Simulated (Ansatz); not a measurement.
The pair A = H2O (SMILES O) (first 3 atoms), B = ClH3Si (SMILES [SiH3]Cl); geometry from B3LYP-D3(BJ)/def2-TZVP.
(charge 0, multiplicity 1):
```xyz
8

O      0.1941    -0.2430    -0.1529
H      1.1184    -0.3253    -0.4101
H      0.1356     0.5998     0.3130
Si    -0.2688    -1.0626     2.9331
Cl     0.0091     1.0021     2.9144
H     -0.4976    -1.4341     4.3446
H      0.9583    -1.7061     2.4343
H     -1.4462    -1.3903     2.1150
```

Cores are frozen in the correlated methods.

The values were computed with Ansatz (Gaussian orbitals). Values without a source in brackets are computed.

Total energies (hartree), monomers frozen at their geometry in the pair:

| structure | HF/aug-cc-pV(D+d)Z | PBE/def2-TZVPPD | CCSD(T)/aug-cc-pV(D+d)Z |
|---|---|---|---|
| AB | -826.2779420 | -827.5963542 | -826.8195976 |
| A in the pair's basis | -76.0412262 | -76.3836157 | -76.2746082 |
| B in the pair's basis | -750.2355701 | -751.2093676 | -750.5413155 |
| A | -76.0409870 | -76.3835865 | -76.2738569 |
| B | -750.2351714 | -751.2092620 | -750.5401028 |

### Question
Work out the interaction energy without and with the counterpoise correction, and the superposition error, for each level.

### Answer

E(AB) − E(A) − E(B), times 627.509 kcal/mol, with the monomers in their own basis and then in the pair's basis:
- HF/aug-cc-pV(D+d)Z: -1.12 uncorrected, -0.72 corrected; the monomers gain 0.40 kcal/mol from borrowed functions
- PBE/def2-TZVPPD: -2.20 uncorrected, -2.12 corrected; the monomers gain 0.08 kcal/mol from borrowed functions
- CCSD(T)/aug-cc-pV(D+d)Z: -3.54 uncorrected, -2.31 corrected; the monomers gain 1.23 kcal/mol from borrowed functions

Ansatz is an electronic-structure program.
